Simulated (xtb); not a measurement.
xtb input (GFN2-xTB):

```bash
xtb mol.xyz --gfn 2 --ohess tight --chrg -1 --uhf 0
```
mol.xyz:
```
14

C      2.70668525     0.17623996    -0.68085159
Si     1.46267519     0.07430497     0.52969636
N     -0.02622011    -0.89556464     0.04474944
Si    -1.59824373    -0.36829158     0.10528139
N     -2.11603274     1.08108332    -0.77253389
H      2.52483369     0.57214200    -1.64953692
H      3.74834725     0.18488957    -0.36907075
H      1.97541663    -0.36463210     1.81339269
H      0.60749330     1.29205269     1.05272658
H      0.26084113    -1.64044924    -0.52266842
H     -2.42846690    -1.46749717    -0.45797948
H     -2.09135330    -0.14648814     1.47141596
H     -1.72092208     1.90150450    -0.30218881
H     -1.85154889     1.05806676    -1.69259726
```

Output:

```
           -------------------------------------------------
          |                Calculation Setup                |
           -------------------------------------------------

           -------------------------------------------------
          |                 G F N 2 - x T B                 |
           -------------------------------------------------

        Reference                      10.1021/acs.jctc.8b01176
      * Hamiltonian:
        H0-scaling (s, p, d)           1.850000    2.230000    2.230000
        zeta-weighting                 0.500000
      * Dispersion:
        s8                             2.700000
        a1                             0.520000
        a2                             5.000000
        s9                             5.000000
      * Repulsion:
        kExp                           1.500000    1.000000
        rExp                           1.000000
      * Coulomb:
        alpha                          2.000000
        third order                    shell-resolved
        anisotropic                    true
        a3                             3.000000
        a5                             4.000000
        cn-shift                       1.200000
        cn-exp                         4.000000
        max-rad                        5.000000

          ...................................................
          :                      SETUP                      :
          :.................................................:
          :  # basis functions                  41          :
          :  # atomic orbitals                  39          :
          :  # shells                           21          :
          :  # electrons                        32          :
          :  max. iterations                   250          :
          :  Hamiltonian                  GFN2-xTB          :
          :  restarted?                      false          :
          :  GBSA solvation                  false          :
          :  PC potential                    false          :
          :  electronic temp.          300.0000000     K    :
          :  accuracy                    1.0000000          :
          :  -> integral cutoff          0.2500000E+02      :
          :  -> integral neglect         0.1000000E-07      :
          :  -> SCF convergence          0.1000000E-05 Eh   :
          :  -> wf. convergence          0.1000000E-03 e    :
          :  Broyden damping             0.4000000          :
          :  net charge                         -1          :
          :  unpaired electrons                  0          :
          ...................................................

 iter      E             dE          RMSdq      gap      omega  full diag
   1    -16.3048397 -0.163048E+02  0.564E+00    4.81       0.0  T
   2    -16.3958078 -0.909681E-01  0.498E+00    2.88       1.0  T
   3    -16.4129703 -0.171625E-01  0.345E+00    3.30       1.0  T
   4    -16.3987342  0.142361E-01  0.262E+00    2.81       1.0  T
   5    -16.4169733 -0.182391E-01  0.939E-01    2.99       1.0  T
   6    -16.4184460 -0.147267E-02  0.426E-01    3.13       1.0  T
[...]
   1 H   14 Si          4     1.5000922     1.5301600     1.4813678
   6 C   14 Si          1     1.7972628     1.7972628     1.7972628
   7 N   14 Si          3     1.7461545     1.8031350     1.6878054

           -------------------------------------------------
          |               Frequency Printout                |
           -------------------------------------------------
 projected vibrational frequencies (cm⁻¹)
eigval :       -0.00    -0.00    -0.00     0.00     0.00     0.00
eigval :       19.38    70.00   122.13   173.03   190.10   277.20
eigval :      303.37   428.90   505.79   531.04   579.68   610.45
eigval :      633.33   693.01   720.45   770.57   796.82   831.47
eigval :      836.37   889.14   901.28   923.46   991.60  1032.78
eigval :     1184.73  1499.51  1571.60  1617.23  1835.43  2027.72
eigval :     2083.26  2840.37  2851.93  3443.44  3464.03  3488.01
 reduced masses (amu)
   1: 11.61   2: 19.58   3: 17.87   4: 18.46   5: 19.33   6: 19.73   7: 12.31   8: 11.17
   9: 13.18  10:  3.40  11: 13.77  12: 11.28  13:  9.83  14:  3.58  15:  7.62  16:  5.73
  17:  8.02  18:  4.55  19:  4.66  20:  3.98  21:  5.44  22:  2.46  23:  3.25  24: 15.23
Molecule has no symmetry elements
It seems to be the C1 point group
  25:  2.77  26:  3.51  27:  4.22  28:  3.32  29: 14.30  30: 15.02  31:  5.70  32:  2.59
  33:  2.12  34:  1.90  35:  1.68  36:  2.06  37:  1.54  38:  1.99  39:  1.53  40:  1.57
  41:  2.06  42:  1.87
 IR intensities (km·mol⁻¹)
   1:  0.08   2:  8.11   3: 11.19   4:  8.33   5:  4.08   6:  2.09   7:  0.74   8:  3.65
   9:  5.04  10: 27.65  11:  8.97  12:  3.17  13: 16.88  14: 45.84  15: 11.34  16:220.25
  17: 58.17  18:122.49  19: 68.85  20: 48.58  21: 78.23  22:166.05  23:412.28  24:183.42
  25:317.60  26: 43.02  27:124.68  28:253.22  29:303.16  30:230.68  31:360.58  32: 10.82
  33: 11.16  34:819.80  35:506.20  36:779.21  37:437.10  38:255.46  39:267.44  40:  6.51
  41: 17.75  42: 14.83
 Raman intensities (Ä⁴*amu⁻¹)
   1:  0.00   2:  0.00   3:  0.00   4:  0.00   5:  0.00   6:  0.00   7:  0.00   8:  0.00
   9:  0.00  10:  0.00  11:  0.00  12:  0.00  13:  0.00  14:  0.00  15:  0.00  16:  0.00
  17:  0.00  18:  0.00  19:  0.00  20:  0.00  21:  0.00  22:  0.00  23:  0.00  24:  0.00
  25:  0.00  26:  0.00  27:  0.00  28:  0.00  29:  0.00  30:  0.00  31:  0.00  32:  0.00
  33:  0.00  34:  0.00  35:  0.00  36:  0.00  37:  0.00  38:  0.00  39:  0.00  40:  0.00
  41:  0.00  42:  0.00
 output can be read by thermo (or use thermo option).
 writing <g98.out> molden fake output.
 recommended (thermochemical) frequency scaling factor: 1.0
           -------------------------------------------------
          |             Thermodynamic Functions             |
           -------------------------------------------------

c1  symmetry found (for desy threshold:  0.10E+00) used in thermo

          ...................................................
          :                      SETUP                      :
          :.................................................:
          :  # frequencies                          36      :
          :  # imaginary freq.                       0      :
          :  linear?                             false      :
          :  only rotor calc.                    false      :
          :  symmetry                               c1      :
          :  rotational number                       1      :
          :  scaling factor                  1.0000000      :
          :  rotor cutoff                   50.0000000 cm⁻¹ :
          :  imag. cutoff                  -20.0000000 cm⁻¹ :
          :.................................................:

    mode    ω/cm⁻¹     T·S(HO)/kcal·mol⁻¹    T·S(FR)/kcal·mol⁻¹   T·S(vib)
   ------------------------------------------------------------------------
       1     19.38    -1.99665 (  2.21%)    -1.33639 ( 97.79%)    -1.35096
       2     70.00    -1.23832 ( 79.35%)    -0.95661 ( 20.65%)    -1.18013
       3    122.13    -0.91422 ( 97.27%)    -0.79183 (  2.73%)    -0.91088
       4    173.03    -0.71625 ( 99.31%)    -0.68868 (  0.69%)    -0.71606
       5    190.10    -0.66394 ( 99.52%)    -0.66082 (  0.48%)    -0.66392
       6    277.20    -0.46239 ( 99.89%)    -0.54910 (  0.11%)    -0.46248
   ------------------------------------------------------------------------

   temp. (K)  partition function   enthalpy   heat capacity  entropy
                                   cal/mol     cal/K/mol   cal/K/mol   J/K/mol
 298.15  VIB   899.                 4011.623     25.496     24.598
         ROT  0.229E+06              888.752      2.981     27.511
         INT  0.206E+09             4900.375     28.477     52.109
         TR   0.104E+28             1481.254      4.968     39.853
         TOT                        6381.6293    33.4448    91.9620   384.7690

       T/K    H(0)-H(T)+PV         H(T)/Eh          T*S/Eh         G(T)/Eh
   ------------------------------------------------------------------------
    298.15    0.101698E-01    0.105257E+00    0.436941E-01    0.615632E-01
   ------------------------------------------------------------------------

         :::::::::::::::::::::::::::::::::::::::::::::::::::::
         ::                  THERMODYNAMIC                  ::
         :::::::::::::::::::::::::::::::::::::::::::::::::::::
Note: The following floating-point exceptions are signalling: IEEE_UNDERFLOW_FLAG IEEE_DENORMAL
normal termination of xtb
         :: total free energy         -16.155394700902 Eh   ::
         ::.................................................::
         :: total energy              -16.216957944368 Eh   ::
         :: zero point energy           0.095087578991 Eh   ::
         :: G(RRHO) w/o ZPVE           -0.033524335526 Eh   ::
         :: G(RRHO) contrib.            0.061563243465 Eh   ::
         :::::::::::::::::::::::::::::::::::::::::::::::::::::

optimized geometry written to: xtbopt.xyz

           -------------------------------------------------
          | TOTAL ENERGY              -16.216957944368 Eh   |
          | TOTAL ENTHALPY            -16.111700591691 Eh   |
          | TOTAL FREE ENERGY         -16.155394700902 Eh   |
          | GRADIENT NORM               0.000093473638 Eh/α |
          | HOMO-LUMO GAP               3.167997243365 eV   |
           -------------------------------------------------

------------------------------------------------------------------------
------------------------------------------------------------------------
 total:
 SCF:
 ANC optimizer:
 analytical hessian:
```

It need not be the lowest isomer of its formula. Whether it binds its extra electron was not tested at this geometry.
